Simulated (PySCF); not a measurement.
Isomers of C7H8FNSi. Method used: PBE0-D3(BJ)/def2-SVP geometry optimisation, gas phase in PySCF. One conformer each; no zero-point energy, no entropy. No frequencies were run at this level. Point groups hold within 0.08 Å.

Question: Rank from lowest to highest electronic energy at this level (kJ/mol).
A. `CC#Cc1c(F)ccn1[SiH3]`
B. `[F:1][c:2]1[cH:3][cH:4][cH:5][c:6](/[CH:7]=[N:8]/[SiH3:9])[cH:10]1` with C5–C6–C7–N8 0°
C. `CC#Cc1ccn([SiH3])c1F`
D. `[F:1][CH2:2][C:3]#[C:4][SiH2:5][n:6]1[cH:7][cH:8][cH:9][cH:10]1` with C4–Si5–N6–C7 -45°
E. `[CH2:1]=[N:2][SiH2:3][c:4]1[cH:5][cH:6][cH:7][c:8]([F:9])[cH:10]1` with C1–N2–Si3–C4 128°, N2–Si3–C4–C5 15°
F. `[F:1][c:2]1[cH:3][cH:4][cH:5][c:6](/[CH:7]=[N:8]\[SiH3:9])[cH:10]1` with C5–C6–C7–N8 -167°
G. `[CH:1]#[C:2][Si@H:3]([CH3:4])[n:5]1[cH:6][cH:7][cH:8][c:9]1[F:10]` with C2–Si3–N5–C6 -114°

Answer: B (0.0), E (16.9), F (18.4), G (99.8), A (139.5), C (143.2), D (148.0).

As drawn, the lowest has a C=N bond, which the highest lacks; the highest has a C≡C bond and an Si–C bond, which the lowest lacks. Neighbours under 10 kJ/mol apart (C=N[SiH2]c1cccc(F)c1 and Fc1cccc(/C=N\[SiH3])c1; CC#Cc1c(F)ccn1[SiH3] and CC#Cc1ccn([SiH3])c1F; CC#Cc1ccn([SiH3])c1F and FCC#C[SiH2]n1cccc1) can change places with a better method, another conformer or zero-point energy. Fc1cccc(/C=N/[SiH3])c1 and Fc1cccc(/C=N\[SiH3])c1 are stereoisomers, 18.4 kJ/mol apart in the conformers taken.

```tsv
SMILES	E (Eh)	E rel (kJ/mol)	dipole (D)	point group	A, B, C (MHz)
Fc1cccc(/C=N/[SiH3])c1	-714.65088	0.0	0.39	Cs	3351, 476.1, 418.9
C=N[SiH2]c1cccc(F)c1	-714.64445	16.9	1.78	C1	2832, 583.4, 500.4
Fc1cccc(/C=N\[SiH3])c1	-714.64386	18.4	2.53	C1	1952, 720.8, 533.2
C#C[Si@H](C)n1cccc1F	-714.61288	99.8	1.76	C1	1803, 803.5, 787.1
CC#Cc1c(F)ccn1[SiH3]	-714.59775	139.5	2.61	near Cs	1293, 961.2, 557.0
CC#Cc1ccn([SiH3])c1F	-714.59633	143.2	1.54	–	3054, 554.4, 473.3
FCC#C[SiH2]n1cccc1	-714.59450	148.0	1.89	C1	2627, 444.7, 409.0
```

Question: How do the relative energies change in single points at PBE0/pcSseg-1 (no added dispersion term) on the same geometries?

Answer: 
```tsv
SMILES	PBE0-D3(BJ)/def2-SVP (kJ/mol)	PBE0/pcSseg-1 (kJ/mol)	shift
Fc1cccc(/C=N/[SiH3])c1	0.0	0.0	0.0
C=N[SiH2]c1cccc(F)c1	16.9	15.9	-1.0
Fc1cccc(/C=N\[SiH3])c1	18.4	23.6	+5.2
C#C[Si@H](C)n1cccc1F	99.8	92.8	-7.0
CC#Cc1c(F)ccn1[SiH3]	139.5	144.3	+4.8
CC#Cc1ccn([SiH3])c1F	143.2	145.7	+2.5
FCC#C[SiH2]n1cccc1	148.0	135.8	-12.2
```

Each column counts from its own lowest isomer. The lowest isomer stays, but the order above it changes; the largest shift is 12.2 kJ/mol.

Question: As an exercise, what shares would exp(−E/RT) give at 500 K from these electronic energies alone (no entropy, no degeneracies)?

Answer: RT = 4.157 kJ/mol: Fc1cccc(/C=N/[SiH3])c1 97.2 %, C=N[SiH2]c1cccc(F)c1 1.7 %, Fc1cccc(/C=N\[SiH3])c1 1.2 %, C#C[Si@H](C)n1cccc1F under 0.1 %, CC#Cc1c(F)ccn1[SiH3] under 0.1 %, CC#Cc1ccn([SiH3])c1F under 0.1 %, FCC#C[SiH2]n1cccc1 under 0.1 %.
